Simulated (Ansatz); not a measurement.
Saddle point of ZnH$_{3}$OF, singlet (ZnHOF ([OH][Zn][F]) + H₂ → ZnH₂O ([OH][ZnH]) + HF; bonds formed: Zn1–H5, F2–H4; bonds broken: Zn1–F2, H4–H5), PBE0-D4/def2-TZVP structure:

| atom | x (Å) | y (Å) | z (Å) |
| --- | --- | --- | --- |
| Zn1 | 0.0497 | 0.1209 | 0.1649 |
| F2 | -0.2494 | -0.8149 | -1.5675 |
| O3 | -0.2838 | 0.1141 | 1.9098 |
| H4 | 0.4440 | 0.2200 | -1.5748 |
| H5 | 0.8688 | 0.9800 | -1.1323 |
| H6 | -0.8293 | -0.6200 | 2.1999 |

Energies are electronic, without zero-point energy. Barriers and step energies count from the start structure reached by relaxing down the imaginary mode; all methods use the PBE0-D4 structures, on which another method's saddle can fall below an end. Ansatz 0.2.0; basis: def2-TZVPP, with def2-QZVPP for the basis limit; cores frozen in the correlated methods. The 3s and 3p shells of Cu and Zn are frozen; filled d shells are correlated. B3LYP uses VWN-RPA correlation. Extrapolation: Hartree–Fock as exp(−7.88 √X), correlation as X^−2.97.

| method | barrier (kcal/mol) | step energy (kcal/mol) |
| --- | --- | --- |
| SPW92 | 13.16 | 2.17 |
| PBE-D4 | 19.85 | 5.18 |
| BLYP-D4 | 23.43 | 7.19 |
| r2SCAN-D4 | 21.71 | 7.20 |
| B97M-V | 23.39 | 5.45 |
| PBE0-D4 | ? | 4.77 |
| B3LYP-D4 | 24.01 | 6.54 |
| r2SCAN0-D4 | 22.54 | 6.30 |
| BHLYP-D4 | ? | 6.72 |
| CAM-B3LYP-D4 | 23.57 | 6.45 |
| wB97X-V | 24.23 | 7.14 |
| wB97M-V | 23.61 | 5.66 |
| B2PLYP | 24.61 | 7.14 |
| PBE-QIDH | ? | 5.91 |
| RPA on PBE | 24.51 | 6.67 |
| HF | 31.83 | 8.21 |
| MP2 | 24.89 | 7.02 |
| CCSD | 25.68 | 6.44 |
| CCSD(T) | 24.36 | 6.39 |

Problem. Fill in the withheld barriers. (An estimate is asked for; the value comes from the calculation.)

Solution. Computed: BHLYP-D4 25.76; PBE-QIDH 23.15; PBE0-D4 21.33 kcal/mol. Each is the energy of the saddle less that of the start structure, by the same method.

For comparison, the barrier by CCSD(T) at an estimated basis limit (MP2 extrapolated from triple and quadruple zeta, plus CCSD(T) − MP2 in triple zeta) is 25.55 kcal/mol.

T1 diagnostic: at most 0.018.

Labels in which every atom is bracketed show which atoms are joined, not bond orders.

For scale, one of the runs: CCSD(T)/def2-TZVPP, 168 basis functions (an equivalent command: `ansatz run in.yaml --threads 4`). Time: 29 s of wall clock on 4 CPU threads; the host was shared. Peak host memory: 1.4 GiB.
